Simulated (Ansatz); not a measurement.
# Cost against result

Saddle point of ZnHBrCl$_{2}$, singlet (ZnCl₂ + HBr → ZnBrCl + HCl (still joined by a long Zn–Cl bond); bonds formed: Cl2–H4; dative contacts that become bonds: Zn1–Br5; bonds broken: H4–Br5; bonds weakened to dative contacts: Zn1–Cl2), PBE0-D4/def2-TZVP structure:

Zn1  (-0.608, 0.029, -0.432)
Cl2  (0.657, 1.639, 0.552)
Cl3  (-2.302, -0.276, -1.649)
H4  (1.218, 0.114, 0.872)
Br5  (1.034, -1.506, 0.657)
(Å)

Barriers are electronic and count from the start structure reached by relaxing down the imaginary mode.

Ansatz 0.2.0; basis: as named in each row; cores frozen in the correlated methods. The 3s and 3p shells of Cu and Zn are frozen; filled d shells are correlated. The def2 sets are not built for correlating such inner shells, so the correlated values are less sure here. B3LYP uses VWN-RPA correlation. Extrapolation: Hartree–Fock as exp(−7.88 √X), correlation as X^−2.97.

Times are rough, for one single point on 8 threads of a shared host (Intel Xeon).

The estimate by CCSD(T) at an estimated basis limit (MP2 extrapolated from triple and quadruple zeta, plus CCSD(T) − MP2 in triple zeta) is 29.8 kJ/mol.

```json
{"method": "SPW92", "basis": "def2-SVP", "time (s)": "under 1", "barrier (kJ/mol)": "-20.8", "method less estimate": "-50.6"}
{"method": "PBE-D4", "basis": "def2-SVP", "time (s)": "1", "barrier (kJ/mol)": "-1.4", "method less estimate": "-31.1"}
{"method": "SPW92", "basis": "def2-TZVPP", "time (s)": "2", "barrier (kJ/mol)": "-8.9", "method less estimate": "-38.7"}
{"method": "B3LYP-D4", "basis": "6-31G", "time (s)": "2", "barrier (kJ/mol)": "34.6", "method less estimate": "4.8"}
{"method": "PBE0-D4", "basis": "def2-SVP", "time (s)": "2", "barrier (kJ/mol)": "9.2", "method less estimate": "-20.5"}
{"method": "PBE-D4", "basis": "def2-TZVPP", "time (s)": "3", "barrier (kJ/mol)": "8.3", "method less estimate": "-21.5"}
{"method": "HF", "basis": "STO-3G", "time (s)": "3", "barrier (kJ/mol)": "158.0", "method less estimate": "128.2"}
{"method": "BLYP-D4", "basis": "def2-TZVPP", "time (s)": "3", "barrier (kJ/mol)": "20.3", "method less estimate": "-9.4"}
{"method": "BHLYP-D4", "basis": "def2-TZVPP", "time (s)": "4", "barrier (kJ/mol)": "37.0", "method less estimate": "7.3"}
{"method": "RPA on PBE", "basis": "def2-TZVPP", "time (s)": "4", "barrier (kJ/mol)": "33.6", "method less estimate": "3.8"}
{"method": "PBE0-D4", "basis": "def2-TZVPP", "time (s)": "4", "barrier (kJ/mol)": "17.0", "method less estimate": "-12.8"}
{"method": "r2SCAN-D4", "basis": "def2-TZVPP", "time (s)": "4", "barrier (kJ/mol)": "13.3", "method less estimate": "-16.5"}
{"method": "B3LYP-D4", "basis": "def2-TZVPP", "time (s)": "5", "barrier (kJ/mol)": "26.3", "method less estimate": "-3.4"}
{"method": "wB97M-V", "basis": "def2-SVP", "time (s)": "6", "barrier (kJ/mol)": "20.9", "method less estimate": "-8.8"}
{"method": "CAM-B3LYP-D4", "basis": "def2-TZVPP", "time (s)": "6", "barrier (kJ/mol)": "32.1", "method less estimate": "2.4"}
{"method": "B97M-V", "basis": "def2-TZVPP", "time (s)": "6", "barrier (kJ/mol)": "30.7", "method less estimate": "0.9"}
{"method": "B2PLYP", "basis": "def2-TZVPP", "time (s)": "6", "barrier (kJ/mol)": "28.9", "method less estimate": "-0.8"}
{"method": "PBE-QIDH", "basis": "def2-TZVPP", "time (s)": "6", "barrier (kJ/mol)": "24.1", "method less estimate": "-5.6"}
{"method": "PBE-D4", "basis": "STO-3G", "time (s)": "6", "barrier (kJ/mol)": "59.7", "method less estimate": "29.9"}
{"method": "r2SCAN0-D4", "basis": "def2-TZVPP", "time (s)": "6", "barrier (kJ/mol)": "19.6", "method less estimate": "-10.2"}
{"method": "wB97X-V", "basis": "def2-TZVPP", "time (s)": "8", "barrier (kJ/mol)": "34.1", "method less estimate": "4.3"}
{"method": "CCSD(T)", "basis": "def2-SVP", "time (s)": "8", "barrier (kJ/mol)": "29.9", "method less estimate": "0.2"}
{"method": "wB97M-V", "basis": "def2-TZVPP", "time (s)": "8", "barrier (kJ/mol)": "32.0", "method less estimate": "2.2"}
{"method": "MP2", "basis": "def2-QZVPP", "time (s)": "19", "barrier (kJ/mol)": "25.9", "method less estimate": "-3.9"}
{"method": "CCSD(T)", "basis": "def2-TZVPP", "time (s)": "75", "barrier (kJ/mol)": "32.8", "method less estimate": "3.0"}
```

All methods are single points on the PBE0-D4 structures; a negative value means that the method puts the saddle structure below the start.

T1 diagnostic: at most 0.011.
